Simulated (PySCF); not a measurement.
**Electronic absorption of C3H11B2N**

Species: C₃H₁₁B₂N.
SMILES with atom numbers: `[BH2:1][NH:2][BH:3][CH:4]([CH3:5])[CH3:6]` (hydrogens: H7, H8 on B1; H9 on N2; H10 on B3; H11 on C4; H12, H13, H14 on C5; H15, H16, H17 on C6)

Method used: PySCF, TDDFT wB97X-D/def2-SVPD, vertical, gas phase, core orbitals frozen in the response. One conformer (not necessarily the lowest) at the PBE0-D3(BJ)/def2-SVP geometry, without solvent, vibrations or thermal averaging. Torsions of this conformer, `[BH2:1][NH:2][BH:3][CH:4]([CH3:5])[CH3:6]`: B1–N2–B3–C4 179°, N2–B3–C4–C5 125°.

Q: Predict the UV-vis stick spectrum at this level.

A: 

| state | E (eV) | λ (nm) | f | main configurations (H = HOMO, L = LUMO) |
| --- | --- | --- | --- | --- |
| S1 | 6.20 | 200.1 | 0.0027 | H→L (83%) |
| S2 | 6.59 | 188.1 | 0.0003 | H-1→L (70%), H-3→L (9%) |
| S3 | 7.42 | 167.2 | 0.436 | H-2→L (65%), H-3→L (19%), H-4→L (10%) |
| S4 | 7.66 | 161.8 | 0.038 | H-3→L (48%), H-1→L (14%), H-5→L (11%) |
| S5 | 8.14 | 152.3 | 0.0006 | H→L+2 (65%), H-5→L (13%) |
| S6 | 8.26 | 150.2 | 0.028 | H→L+1 (76%), H→L+4 (10%), H→L+3 (8%) |
| S7 | 8.38 | 148.0 | 0.0030 | H-4→L (53%), H-5→L (13%) |
| S8 | 8.40 | 147.6 | 0.0053 | H-5→L (37%), H-4→L (20%), H-3→L (9%) |
| S9 | 8.84 | 140.3 | 0.0007 | H-1→L+2 (59%), H-7→L (19%) |
| S10 | 8.87 | 139.8 | 0.074 | H→L+3 (48%), H-1→L+1 (17%), H→L+4 (12%) |

Triplets (Tamm–Dancoff): T1 5.77 eV, H→L (74%); T2 6.09 eV, H-1→L (59%), H-3→L (10%); T3 6.33 eV, H-2→L (56%), H-3→L (20%), H-4→L (19%); T4 7.19 eV, H-5→L (31%), H-3→L (24%), H-1→L (13%).

The lowest singlet comes at 200 nm (598 kJ/mol) in the ultraviolet; it is very weak; its leading configuration is HOMO→LUMO (83%). The most intense listed level is S3 at 7.42 eV (167 nm, f = 0.436), 1.22 eV above S1. Löwdin shares by element: HOMO carbon 43%, boron 23% or more (atoms not listed hold the other 34%); LUMO boron 58%, nitrogen 15%, hydrogen 7% or more (atoms not listed hold the other 20%). Of the 10 states listed, 4 reach f = 0.01 and 1 stays under 0.0005. The oscillator strengths of these states sum to 0.589; summed over the whole spectrum of an exact calculation they would give the number of electrons, 46 (Thomas–Reiche–Kuhn). Weighted by f, the mean energy of these states is 7.66 eV. All these states lie below the vertical ionisation energy of 10.35 eV (ΔSCF). The window holds the lowest 10 singlets.
